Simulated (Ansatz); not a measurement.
`[CH3][InH][C]#N` + `B1C=N1` → `CC1=NB1` + `N#[C][InH2]` at 400 K and 1 bar (formal exchange of groups at a C–In bond).

Computed with Ansatz on PBE0-D4/def2-TZVP structures; ΔE is electronic, products minus reactants. CCSD(T)/CBS adds triple-zeta CCSD(T) − MP2 to the extrapolated MP2 energy (def2 sets, frozen cores). This one scheme is used for every species. def2 core potentials past Kr. For In outer-core shells are correlated without core-valence functions, which leaves a few kJ/mol of doubt a bond.

```tsv
species	CCSD(T)/CBS energy (Eh)	H − E (kJ/mol)	S (J/(mol·K))
`[CH3][InH][C]#N`	-323.00069	159.2	383.0
`B1C=N1`	-118.68952	96.3	257.7
`CC1=NB1`	-157.96353	177.1	305.8
`N#[C][InH2]`	-283.72690	73.3	315.0
```

H − E and S are ideal-gas, rigid-rotor, harmonic terms from PBE0-D4/def2-TZVP. 1 Eh = 2625.50 kJ/mol, R = 8.31446 J/(mol·K).

By hand: ΔE, ΔH, ΔS and ΔG.

ΔE = (-157.96353) + (-283.72690) − (-323.00069) − (-118.68952) = -0.00022 Eh = -0.6 kJ/mol. Δ(H − E) = 177.1 + 73.3 − 159.2 − 96.3 = -5.1, so ΔH = -5.7 kJ/mol. ΔS = 305.8 + 315.0 − 383.0 − 257.7 = -19.9 J/(mol·K). ΔG = -5.7 − 400 × (-19.9)/1000 = 2.3 kJ/mol.

By hand: the equilibrium constant, and the temperature at which ΔG would vanish if ΔH and ΔS stayed fixed.

log₁₀ K = −ΔG/(RT ln 10) = -0.3. ΔG = 0 at ΔH/ΔS = 286 K, though so small a ΔH makes that figure unsure.

TΔS isn't small against ΔH here. The sign of ΔG lies within the doubt. A doubt of 5 kJ/mol in ΔE shifts log₁₀ K by 0.7 here. Modes under 60 cm⁻¹, often nearly free rotors, make the harmonic entropy too high. These are equilibria of isolated gas molecules and say nothing of rates. Largest T1 diagnostic: 0.015 (customary marks: 0.02 for closed shells, 0.045 for open ones).
